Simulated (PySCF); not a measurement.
Species: C3H8BN.
Geometry (PBE0-D3(BJ)/def2-SVP, Å), atoms numbered from 1 in this order:
```
atom  x, y, z in Å
B1     2.0689    0.0271    0.1915
N2     0.9002   -0.6424   -0.1471
C3     0.1039   -0.4528   -1.3320
C4    -1.2643    0.1141   -1.0866
C5    -1.7183    0.5706    0.0801
H6     2.6106   -0.2360    1.2404
H7     2.5161    0.8490   -0.5766
H8     0.5119   -1.3228    0.4986
H9     0.6582    0.2147   -2.0134
H10   -0.0066   -1.4081   -1.8800
H11   -1.9175    0.1385   -1.9672
H12   -2.7303    0.9705    0.1768
H13   -1.0893    0.5699    0.9751
```

Computed with core-valence-separated Tamm–Dancoff BHandHLYP/aug-pcX-1 (pcseg-1 on H) in PySCF, non-relativistic, gas phase, PBE0-D3(BJ)/def2-SVP geometry. The energies are unshifted.

The lowest roots of each edge with f over 0.003 (five at most, numbered afresh; weaker and dark ones are left out), with transition dipoles (au) in the frame of the coordinates:

| root | edge | E (eV) | f | μx | μy | μz |
| --- | --- | --- | --- | --- | --- | --- |
| 1 | C | 282.62 | 0.0572 | 0.0304 | 0.0833 | -0.0201 |
| 2 | C | 282.75 | 0.0658 | -0.0334 | -0.0889 | 0.0218 |
| 3 | C | 285.66 | 0.0085 | 0.0247 | -0.0129 | -0.0209 |
| 4 | C | 285.82 | 0.0165 | -0.0329 | 0.0030 | -0.0356 |
| 5 | C | 286.12 | 0.0183 | -0.0410 | 0.0088 | -0.0292 |
| 6 | N | 398.69 | 0.0308 | -0.0296 | 0.0404 | 0.0254 |
| 7 | N | 399.92 | 0.0187 | -0.0161 | -0.0295 | 0.0280 |
| 8 | N | 402.34 | 0.0079 | 0.0042 | -0.0082 | 0.0269 |
| 9 | B | 186.81 | 0.0776 | 0.0696 | -0.0931 | -0.0588 |
| 10 | B | 190.33 | 0.0087 | 0.0297 | -0.0010 | 0.0313 |
| 11 | B | 190.75 | 0.0124 | -0.0211 | -0.0342 | 0.0323 |
| 12 | B | 191.07 | 0.0037 | -0.0037 | 0.0001 | -0.0280 |
| 13 | B | 191.25 | 0.0045 | -0.0132 | 0.0265 | 0.0095 |

Question: Molecules are fixed in this frame and the field points along (1, 0, −1)/√2. What effective strengths 3 f cos²θ do the roots have (θ between field and μ)?

Answer: root 1 (C5): 0.026, root 2 (C4): 0.032, root 3 (C5): 0.022, root 4 (C4): 0.000, root 5 (C5): 0.001, root 6 (N2): 0.044, root 7 (N2): 0.029, root 8 (N2): 0.008, root 9 (B1): 0.113, root 10 (B1): 0.000, root 11 (B1): 0.020, root 12 (B1): 0.004, root 13 (B1): 0.004. Root 9 is the strongest. Averaged over all orientations cos²θ is 1/3, which gives f back.

One conformer stands for the species.
